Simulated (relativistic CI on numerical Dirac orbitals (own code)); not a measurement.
**Cr VI: calculation against measurement**

Method of calculation: Dirac-Coulomb-Breit CI, KLI orbitals optimised for each configuration, model QED (radiative potential, 1s self-energy scaled to tabulated hydrogen-like ionisation energies), valence Slater integrals scaled by 0.85, P86 correlation estimate, and configurations built on the next ion tied to the tabulated ionisation energy (semi-empirical) (own radial code, finite nucleus).

CI space (outside the closed core [Ne]): 3s2 3p6 3d, 3s2 3p6 4s, 3s2 3p6 4p, 3s2 3p6 4d, 3s2 3p6 5s, 3s2 3p6 4f, 3s2 3p5 3d2, 3s2 3p4 3d3, 3s 3p6 3d2, 3s2 3p6 5p, 3s2 3p6 5d, 3s2 3p6 5f, 3s2 3p6 5g, 3s2 3p5 3d 4s, 3p6 3d3, 3s2 3p5 3d 4p, 3s 3p5 3d3, 3s2 3p5 3d 4d, 3s2 3p5 3d 5s, 3s2 3p5 3d 4f. Levels of other configurations are missing.

| Configuration | Term (tabulated) | J | Measured (cm⁻¹) | Computed | Error | Purity (%) |
| --- | --- | --- | --- | --- | --- | --- |
| 3s2 3p6 3d | 2D | 3/2 | 0.0 | 0 | 0 | 98 |
| 3s2 3p6 3d | 2D | 5/2 | 940.0 | 904 | -36 | 98 |
| 3s2 3p6 4s | 2S | 1/2 | 227857.9 | 230119 | 2261 | 99 |
| 3s2 3p6 4p | 2P° | 1/2 | 296573.2 | 299184 | 2611 | 99 |
| 3s2 3p6 4p | 2P° | 3/2 | 298396.7 | 300957 | 2561 | 99 |
| 3s2 3p6 4d | 2D | 3/2 | 402661.7 | 405628 | 2966 | 99 |
| 3s2 3p6 4d | 2D | 5/2 | 402888.6 | 405850 | 2961 | 99 |
| 3s2 3p6 5s | 2S | 1/2 | 461253.0 | 463171 | 1918 | 100 |
| 3s2 3p6 4f | 2F° | 5/2 | 481956.0 | 490536 | 8580 | 64 |
| 3s2 3p6 4f | 2F° | 7/2 | 482517.1 | 491890 | 9373 | 59 |
| 3s2 3p6 5p | 2P° | 1/2 | 487589.5 | 491070 | 3480 | 98 |
| 3s2 3p6 5p | 2P° | 3/2 | 488561.9 | 491769 | 3207 | 98 |
| 3s2 3p6 5d | 2D | 3/2 | 534381.7 | 536916 | 2534 | 100 |
| 3s2 3p6 5d | 2D | 5/2 | 534489.7 | 537016 | 2527 | 100 |
| 3s2 3p6 5f | 2F° | 5/2 | 568957.4 | 571496 | 2539 | 98 |
| 3s2 3p6 5f | 2F° | 7/2 | 568993.0 | 571565 | 2572 | 98 |
| 3s2 3p6 5g | 2G | 7/2 | 572272.3 | 572676 | 404 | 100 |
| 3s2 3p6 5g | 2G | 9/2 | 572274.4 | 572679 | 404 | 100 |
| 3s2 3p5 3d 4s | 2P° † | 1/2 | 578566.0 | 605855 | 27289 | 98 |
| 3s2 3p5 3d 4s | 2P° † | 3/2 | 580697.0 | 609170 | 28473 | 96 |
| 3s2 3p5 3d 4s | 4F° † | 7/2 | 584371.0 | 612294 | 27923 | 96 |
| 3s2 3p5 3d 4s | 4F° † | 5/2 | 586273.0 | 614233 | 27960 | 95 |
| 3s2 3p5 3d 4s | 2F° † | 7/2 | 591137.0 | 618913 | 27776 | 97 |
| 3s2 3p5 3d 4s | 2F° † | 5/2 | 594926.0 | 622796 | 27870 | 93 |
| 3s2 3p5 3d 4s | 4D° † | 7/2 | 607615.0 | 635077 | 27462 | 85 |
| 3s2 3p5 3d 4s | 4D° † | 5/2 | 608631.0 | 636513 | 27882 | 80 |
| 3s2 3p5 3d 4s | 4D° † | 3/2 | 609166.0 | 637257 | 28091 | 82 |
| 3s2 3p5 3d 4s | 2D° † | 5/2 | 610497.0 | 639131 | 28634 | 77 |
| 3s2 3p5 3d 4s | 2D° † | 3/2 | 611568.0 | 640432 | 28864 | 82 |
| 3s2 3p5 3d 4s | 2F° † | 7/2 | 616079.0 | 643491 | 27412 | 84 |
| 3s2 3p5 3d 4s | 2D° † | 5/2 | 618491.0 | 646529 | 28038 | 78 |
| 3s2 3p5 3d 4s | 2D° † | 3/2 | 619419.0 | 645850 | 26431 | 98 |

Measured levels from Sugar and Corliss, J. Phys. Chem. Ref. Data 6, 317 (1977); pairs were made by configuration, J and term (by order where the table uses no LS term), so strongly mixed levels may be paired wrongly.

Mean error by configuration (cm⁻¹): 3s2 3p6 3d -36; 3s2 3p6 4s 2261; 3s2 3p6 4p 2586; 3s2 3p6 4d 2964; 3s2 3p6 5s 1918; 3s2 3p6 4f 8976; 3s2 3p6 5p 3344; 3s2 3p6 5d 2530; 3s2 3p6 5f 2556; 3s2 3p6 5g 404. Over the excited levels the mean absolute error is 2996 cm⁻¹ (31 of the 51 excited levels that our extract of the source holds in range could be paired, and the others can miss by more), and the median relative error of those above 1,000 cm⁻¹ is 0.69 %. † marks terms whose computed intervals miss the measured ones by more than a factor of 2.5, or configurations far off the rest, from wrong mixing, a near crossing or a doubtful label or measurement; they are left out of the means.
